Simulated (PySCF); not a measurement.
A series of related molecules.

All values: PBE0/pcSseg-1 (PySCF) at GFN2-xTB geometries, gas phase, one conformer each.

**Question.** Rank by LUMO energy, highest first.
A. `C([Si@](C#N)(C#CC)C)[SiH3]`
B. `CC#C[Si@@]1(C#N)C[SiH2][SiH2]1`
C. `CC#C[Si@@]([SiH3])(C#N)C[SiH3]`
D. `CC#C[Si@](C)([SiH3])C#N`
E. `N#C[Si@@]([SiH3])(C#C[SiH3])C[SiH3]`

**Answer.** A (-0.36 eV), D (-0.71 eV), C (-0.84 eV), E (-1.21 eV), B (-1.35 eV).

**Question.** Rank by the highest IAO charge on any atom, lowest value first.
A. `CC#C[Si@](C)([SiH3])C#N`
B. `CC#C[Si@@](C)(C#N)C[SiH3]`
C. `C(C)[Si@](C#N)([SiH3])C#CC`

**Answer.** C (+0.768 e), A (+0.783 e), B (+1.067 e).

All values together:

```tsv
SMILES	change	formula	μ (D)	HOMO (eV)	LUMO (eV)	lowest IAO charge (e)	highest IAO charge (e)	lowest Hirshfeld charge (e)	highest Hirshfeld charge (e)
CC#C[Si@@]([SiH3])(C#N)C[SiH3]	parent	C5H11NSi3	4.65	-7.90	-0.84	-0.807 (C)	+0.774 (Si)	-0.240 (C)	+0.345 (Si)
CC#C[Si@@]1(C#N)C[SiH2][SiH2]1	ring closed by a new Si-Si bond	C5H9NSi3	4.64	-7.73	-1.35	-0.810 (C)	+0.774 (Si)	-0.246 (C)	+0.340 (Si)
N#C[Si@@]([SiH3])(C#C[SiH3])C[SiH3]	C replaced by Si	C4H11NSi4	4.08	-8.24	-1.21	-0.806 (C)	+0.768 (Si)	-0.238 (C)	+0.352 (Si)
CC#C[Si@]([SiH3])(C#N)CC	Si replaced by C	C6H11NSi2	4.76	-7.85	-0.71	-0.513 (C)	+0.768 (Si)	-0.209 (N)	+0.348 (Si)
CC#C[Si@@](C)(C#N)C[SiH3]	Si replaced by C	C6H11NSi2	4.78	-7.95	-0.36	-0.824 (C)	+1.067 (Si)	-0.242 (C)	+0.440 (Si)
CC#C[Si@](C)([SiH3])C#N	terminal Si group replaced by H	C5H9NSi2	4.59	-7.90	-0.71	-0.699 (C)	+0.783 (Si)	-0.209 (N)	+0.354 (Si)
```

Conformers: `[CH3:1][C:2]#[C:3][Si@@:4]([SiH3:5])([C:6]#[N:7])[CH2:8][SiH3:9]` with C3–Si4–C8–Si9 -170°; `[N:1]#[C:2][Si@@:3]([SiH3:4])([C:5]#[C:6][SiH3:7])[CH2:8][SiH3:9]` with C2–Si3–C8–Si9 62°; `[CH3:1][C:2]#[C:3][Si@:4]([SiH3:5])([C:6]#[N:7])[CH2:8][CH3:9]` with C3–Si4–C8–C9 -66°; `[CH3:1][C:2]#[C:3][Si@@:4]([CH3:5])([C:6]#[N:7])[CH2:8][SiH3:9]` with C3–Si4–C8–Si9 175°.

**Question.** Give the shifts from the parent, `CC#C[Si@@]([SiH3])(C#N)C[SiH3]`.

**Answer.** 
```
                             SMILES  change in μ (D)  change in HOMO (eV)  change in LUMO (eV)
     CC#C[Si@@]1(C#N)C[SiH2][SiH2]1            -0.01                +0.17                -0.51
N#C[Si@@]([SiH3])(C#C[SiH3])C[SiH3]            -0.57                -0.34                -0.37
           CC#C[Si@]([SiH3])(C#N)CC            +0.11                +0.05                +0.13
          CC#C[Si@@](C)(C#N)C[SiH3]            +0.13                -0.05                +0.48
            CC#C[Si@](C)([SiH3])C#N            -0.06                 0.00                +0.13
```
